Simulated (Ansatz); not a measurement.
Consider the ligand exchange at a B–C bond: `NCBO` + `N[SiH3]` → `OBN[SiH3]` + CH₃NH₂.

Isolated molecules relaxed with PBE0-D4/def2-TZVP in Ansatz; ΔE leaves out vibrations. CCSD(T)/CBS is the MP2 limit (def2-TZVPP, def2-QZVPP) plus CCSD(T) − MP2 in def2-TZVPP, frozen cores. This one scheme is used for every species. DFT in def2-TZVPP. B3LYP here is the variant with VWN-RPA as its local correlation; programs differ in this. Each species was taken in one conformer, which may not be the lowest.

`NCBO`:

Cartesian coordinates in Å:
```
N -0.796 -0.632 -0.714
C -0.416 -0.007 0.561
B 1.017 0.648 0.421
O 1.714 0.358 -0.691
H -1.268 0.035 -1.310
H -1.431 -1.407 -0.583
H -0.322 -0.792 1.323
H -1.167 0.687 0.961
H 1.515 1.353 1.252
H 1.153 -0.243 -1.220
```

`N[SiH3]`:

Z-matrix (Å, degrees):
```
Si
N 1 1.720
H 1 1.486 2 107.9
H 1 1.494 2 116.0 3 -120.3
H 1 1.486 2 107.9 3 119.4
H 2 1.007 1 119.6 3 -168.6
H 2 1.007 1 119.6 3 49.2
```

`OBN[SiH3]`:

Z-matrix (Å, degrees):
```
Si
N 1 1.742
H 1 1.487 2 106.6
H 1 1.485 2 111.7 3 -119.1
H 1 1.485 2 111.6 3 119.1
B 2 1.410 1 125.7 3 -179.6
H 2 1.007 1 117.3 3 0.4
O 6 1.369 2 117.2 1 -0.0
H 6 1.201 2 121.4 1 179.9
H 8 0.957 6 113.4 2 180.0
```

CH₃NH₂:

Z-matrix (Å, degrees):
```
C
N 1 1.453
H 1 1.092 2 109.4
H 1 1.100 2 115.4 3 -121.6
H 1 1.092 2 109.4 3 116.8
H 2 1.012 1 110.6 3 62.6
H 2 1.012 1 110.6 3 -179.3
```

| level | ΔE (kJ/mol) |
| --- | --- |
| r2SCAN-D4 | -103.1 |
| PBE0-D4 | -100.4 |
| r2SCAN | -102.9 |
| B3LYP | -105.0 |
| MP2/def2-TZVPP | -105.1 |
| CCSD(T)/def2-TZVPP | -103.8 |
| MP2/def2-QZVPP | -105.2 |
| CCSD/CBS(def2) | -105.4 |

Task: What does CCSD(T)/CBS give? (Best estimate.)

Result: Computed: -103.6 kJ/mol. The listed levels differ from it by 0.5, 3.2, 0.7, -1.4, -1.5, -0.2, -1.6, -1.8 kJ/mol.

Largest T1 diagnostic among the species: 0.012.

From PBE to PBE0 (25 % exact exchange), in def2-TZVPP and without D4, ΔE moves by −3.7 kJ/mol. In def2-TZVPP, CCSD(T) changes the Hartree–Fock value by +15.1 kJ/mol (the triples alone add +1.9 kJ/mol) and MP2 by +13.8 kJ/mol.
